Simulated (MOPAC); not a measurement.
MOPAC input (PM6):

```
PM6 1SCF UHF MS=0.5 GEO-OK AUX(PRECISION=9) THREADS=1
C2H9Si2

C     2.72372400 1   -0.01097400 1    0.11448600 1
Si    0.97319100 1    0.45356700 1    0.45845100 1
C    -0.24511000 1   -0.57988200 1   -0.54045600 1
Si   -2.05266200 1   -0.16827100 1   -0.24740700 1
H     3.30524500 1    0.44076300 1   -0.68172300 1
H     3.24371500 1   -0.78778700 1    0.66435300 1
H     0.76649200 1    1.88362500 1    0.11959900 1
H     0.68506000 1    0.25767200 1    1.90109400 1
H    -0.02161000 1   -0.45246900 1   -1.60396100 1
H    -0.08089400 1   -1.63618000 1   -0.30701500 1
H    -2.40163700 1   -0.37323000 1    1.17892300 1
H    -2.32046600 1    1.24749200 1   -0.59684100 1
H    -2.93499500 1   -1.02889000 1   -1.07321700 1
```

From the output:

```
                                                       MOPAC v23.2.5 Linux

          FINAL HEAT OF FORMATION =          8.18012 KCAL/MOL =      34.22564 KJ/MOL

          COSMO AREA              =        148.66 SQUARE ANGSTROMS
          COSMO VOLUME            =        145.62 CUBIC ANGSTROMS

          IONIZATION POTENTIAL    =          9.816679 EV
          ALPHA SOMO LUMO (EV)    =         -9.817  0.601
          BETA  SOMO LUMO (EV)    =        -10.360 -0.409
          NO. OF ALPHA ELECTRONS  =         13
          NO. OF BETA  ELECTRONS  =         12
          MOLECULAR WEIGHT        =         89.2641         POINT GROUP:  Cs

          MOLECULAR DIMENSIONS (Angstroms)

            Atom       Atom       Distance
            H    13    H     5     6.42291
            H     9    H     8     3.48708
            H    12    H     6     3.36416

          SCF CALCULATIONS        =          1

   ATOM   CHEMICAL          X               Y               Z
  NUMBER   SYMBOL      (ANGSTROMS)     (ANGSTROMS)     (ANGSTROMS)

     1       C          2.72372400  *  -0.01097400  *   0.11448600  *
     2      Si          0.97319100  *   0.45356700  *   0.45845100  *
     3       C         -0.24511000  *  -0.57988200  *  -0.54045600  *
     4      Si         -2.05266200  *  -0.16827100  *  -0.24740700  *
     5       H          3.30524500  *   0.44076300  *  -0.68172300  *
     6       H          3.24371500  *  -0.78778700  *   0.66435300  *
     7       H          0.76649200  *   1.88362500  *   0.11959900  *
     8       H          0.68506000  *   0.25767200  *   1.90109400  *
     9       H         -0.02161000  *  -0.45246900  *  -1.60396100  *
    10       H         -0.08089400  *  -1.63618000  *  -0.30701500  *
    11       H         -2.40163700  *  -0.37323000  *   1.17892300  *
    12       H         -2.32046600  *   1.24749200  *  -0.59684100  *
    13       H         -2.93499500  *  -1.02889000  *  -1.07321700  *

                             CARTESIAN COORDINATES

   1    C        2.723724000    -0.010974000     0.114486000
   2   Si        0.973191000     0.453567000     0.458451000
   3    C       -0.245110000    -0.579882000    -0.540456000
   4   Si       -2.052662000    -0.168271000    -0.247407000
   5    H        3.305245000     0.440763000    -0.681723000
   6    H        3.243715000    -0.787787000     0.664353000
   7    H        0.766492000     1.883625000     0.119599000
   8    H        0.685060000     0.257672000     1.901094000
   9    H       -0.021610000    -0.452469000    -1.603961000
  10    H       -0.080894000    -1.636180000    -0.307015000
  11    H       -2.401637000    -0.373230000     1.178923000
  12    H       -2.320466000     1.247492000    -0.596841000
  13    H       -2.934995000    -1.028890000    -1.073217000

           Empirical Formula: C2 H9 Si2  =    13 atoms

      MOLECULAR POINT GROUP   :   Cs

          ALPHA EIGENVALUES
 -24.86143 -23.17604 -17.84963 -16.96738 -14.58790 -13.92611 -12.13240 -11.33020
 -11.13674 -10.96628 -10.79441 -10.66212  -9.81668   0.60089   0.82691   1.02716
   1.27264   1.45251   1.69858   1.96829   2.05335   2.13430   2.37323   2.88890
   3.17294   4.34685   4.74238   4.84017   4.86336   4.96324   4.96912   5.95193
   6.07317   6.42638   6.98964

           BETA EIGENVALUES
 -24.83103 -22.78333 -17.83482 -16.91029 -14.44624 -13.74530 -11.98373 -11.13399
 -11.12984 -10.85461 -10.78071 -10.36028  -0.40933   0.63544   0.91184   1.27211
   1.27418   1.48137   1.68639   2.05370   2.05591   2.13391   2.76654   2.98920
   3.23640   4.42933   4.77952   4.86393   4.86671   4.96403   4.96568   5.95748
   6.29605   6.66805   6.99898

              NET ATOMIC CHARGES AND DIPOLE CONTRIBUTIONS

  ATOM NO.   TYPE          CHARGE      No. of ELECS.   s-Pop       p-Pop       d-Pop
    1          C          -0.485155        4.4852     1.18036     3.30479
    2         Si           0.349099        3.6509     1.16797     1.81626     0.66667
    3          C          -0.872576        4.8726     1.08682     3.78575
    4         Si           0.242130        3.7579     1.19743     1.95786     0.60257
    5          H           0.156569        0.8434     0.84343
    6          H           0.156569        0.8434     0.84343
    7          H           0.016166        0.9838     0.98383
    8          H           0.016166        0.9838     0.98383
    9          H           0.217476        0.7825     0.78252
   10          H           0.217476        0.7825     0.78252
   11          H          -0.004451        1.0045     1.00445
   12          H          -0.004451        1.0045     1.00445
   13          H          -0.005019        1.0050     1.00502
 DIPOLE           X         Y         Z       TOTAL
 POINT-CHG.    -0.973     0.750     0.640     1.386
 HYBRID         1.705    -1.440    -1.236     2.551
 SUM            0.732    -0.689    -0.596     1.169

          ATOMIC ORBITAL ELECTRON POPULATIONS

     Atom    s        px        py        pz      x^2-y^2     xz        z^2       yz        xy
    1  C   1.18036   1.19474   1.05030   1.05975
    2 Si   1.16797   0.50324   0.65111   0.66191   0.21013   0.08866   0.22561   0.05247   0.08979
    3  C   1.08682   1.31615   1.23932   1.23028
    4 Si   1.19743   0.53059   0.71110   0.71618   0.14611   0.11604   0.15968   0.06800   0.11275
    5  H   0.84343
    6  H   0.84343
    7  H   0.98383
    8  H   0.98383
    9  H   0.78252
   10  H   0.78252
   11  H   1.00445
   12  H   1.00445
   13  H   1.00502

                    (SZ)    =    0.500000
                    (S**2)  =    0.754481

          ATOMIC ORBITAL SPIN POPULATIONS

    Atom   Total    s     px     py     pz   x^2-y^2  xz     z^2    yz     xy
         Atomic
    1  C  1.0424  0.024  0.137  0.468  0.413
    2 Si  0.0095 -0.006 -0.017 -0.002 -0.001  0.004  0.015  0.000  0.000  0.016
    3  C  0.0157  0.003  0.010  0.002  0.002
    4 Si -0.0004 -0.000 -0.000 -0.000 -0.000 -0.000  0.000 -0.000  0.000  0.000
    5  H -0.0341 -0.034
    6  H -0.0341 -0.034
    7  H  0.0003  0.000
    8  H  0.0003  0.000
    9  H -0.0000 -0.000
   10  H -0.0000 -0.000
   11  H  0.0002  0.000
   12  H  0.0002  0.000
   13  H  0.0002  0.000

 **********************
 *                    *
 * JOB ENDED NORMALLY *
 *                    *
 **********************

 == MOPAC DONE ==
```

The geometry given is a B3LYP-D3(BJ)/def2-TZVP minimum.
